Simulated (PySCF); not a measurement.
This doublet is an excited state, 0.49 eV above the relaxed quartet at the level B3LYP-D3(BJ)/def2-TZVP // TPSS-D3(BJ)/def2-SVP (PySCF).

[Ni(Cl)4]- (charge -1, multiplicity 2)

The numbers are results of TPSS-D3(BJ)/def2-TZVP // TPSS-D3(BJ)/def2-SVP in PySCF, not measurements.

The highest occupied spin orbital is -2.10 eV and the charge on the central atom (Mulliken) comes out as 0.47 e. The charge on the central atom (meta-Löwdin) comes out as 0.95 e. The spin population on the central atom (Mulliken) is 0.78, the total energy comes out as -91146.56 eV and the cost is very roughly 12 core-minutes.

```xyz
5

Ni     0.0589    -0.0787     0.0499
Cl    -0.5567    -1.7988     1.2576
Cl     1.4898     1.3317    -0.8212
Cl    -0.8355     1.3931     1.3861
Cl    -0.4049    -1.0355    -1.8528
```
Charge -1, spin multiplicity 2.
